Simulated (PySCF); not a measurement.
Sn(OH)2(OEt)2, SMILES CC[O][Sn]([OH])([OH])[O]CC (C4H12O4Sn) (GFN2-xTB optimised geometry):

```
21

C     -1.169    -3.201     0.594
C     -1.472    -1.993     1.462
O     -0.429    -1.044     1.483
Sn     0.093     0.115     0.000
O      2.020     0.115     0.000
O     -0.634    -0.588    -1.639
O     -0.446     1.986     0.000
C      0.199     3.000     0.737
C      0.013     2.864     2.237
H     -1.977    -3.921     0.669
H     -1.064    -2.888    -0.442
H     -0.241    -3.667     0.914
H     -1.569    -2.294     2.511
H     -2.415    -1.536     1.148
H      2.415    -0.670     0.384
H     -0.737     0.074    -2.326
H      1.265     3.037     0.490
H     -0.271     3.921     0.378
H      0.483     1.942     2.579
H     -1.045     2.826     2.480
H      0.471     3.707     2.747
```

Level of theory: PBE0/def2-SVP, def2 effective core potentials past Kr (PySCF 2.14.0).

Question: What are the frontier orbital energies and the dipole moment?

Answer: HOMO-2 -8.23 eV, HOMO-1 -7.87 eV, HOMO -7.77 eV, LUMO -1.09 eV, LUMO+1 1.29 eV; dipole moment 0.57 D.

On the same geometry PySCF with PBE/def2-SVP, def2 effective core potentials past Kr gives HOMO-2 -6.62 eV, HOMO-1 -6.22 eV, HOMO -6.11 eV, LUMO -2.05 eV, LUMO+1 0.42 eV; dipole moment 0.48 D.
